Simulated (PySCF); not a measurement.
**19F chemical shifts**

Non-relativistic Hamiltonian, one averaged value for each set of equivalent atoms, single conformer, no solvent model. PBE0/pcSseg-1 with gauge-including orbitals; coordinates at the GFN2-xTB level; PySCF 2.14.0 with density-fitted response routines.

Shieldings were converted by a linear fit to measured shifts: 19F (scatter 6.0 ppm rms, 7.0 ppm with the 5 outliers that the fit left out vs CFCl3, solution or neat liquid, with a term for F on sp3 carbon). A few per cent of atoms miss by over 2 rms, more outside the fitted compound classes.

Question: Give the 19F shifts of `FC(F)OC1=COC[C@H]1F`, `O=CCOCC(F)=C(F)F`, `O=CCOCC(F)=C(F)F`, `C=C(C(=O)OC)C(F)(F)F`.

Answer: 
```
                                                      compound                     environment  δ (ppm)
[F:1][CH:2]([F:3])[O:4][C:5]1=[CH:6][O:7][CH2:8][C@H:9]1[F:10]     F3: fluorine of a CF2 group    -76.5
[F:1][CH:2]([F:3])[O:4][C:5]1=[CH:6][O:7][CH2:8][C@H:9]1[F:10]     F1: fluorine of a CF2 group    -87.6
[F:1][CH:2]([F:3])[O:4][C:5]1=[CH:6][O:7][CH2:8][C@H:9]1[F:10]  F10: fluorine on an sp3 carbon   -150.1
[O:1]=[CH:2][CH2:3][O:4][CH2:5][C:6]([F:7])=[C:8]([F:9])[F:10]            F9: vinylic fluorine   -100.0
[O:1]=[CH:2][CH2:3][O:4][CH2:5][C:6]([F:7])=[C:8]([F:9])[F:10]           F10: vinylic fluorine   -114.9
[O:1]=[CH:2][CH2:3][O:4][CH2:5][C:6]([F:7])=[C:8]([F:9])[F:10]            F7: vinylic fluorine   -172.0
[O:1]=[CH:2][CH2:3][O:4][CH2:5][C:6]([F:7])=[C:8]([F:9])[F:10]            F9: vinylic fluorine   -100.0
[O:1]=[CH:2][CH2:3][O:4][CH2:5][C:6]([F:7])=[C:8]([F:9])[F:10]           F10: vinylic fluorine   -114.9
[O:1]=[CH:2][CH2:3][O:4][CH2:5][C:6]([F:7])=[C:8]([F:9])[F:10]            F7: vinylic fluorine   -172.0
                                          C=C(C(=O)OC)C(F)(F)F    fluorine of a CF3 group (×3)    -67.7
```

Question: Order these by 19F shift, lowest first.
A. N[Si@@H]1C=C[SiH2]C=C1F
B. C#C[P@@](C)(=N[SiH3])C(F)(F)F
C. CC1([C@@H](Cl)CF)C=C1

Answer: C (-209.4 ppm, fluorine on an sp3 carbon), B (-76.2 ppm, fluorine of a CF3 group), A (-61.2 ppm, vinylic fluorine).
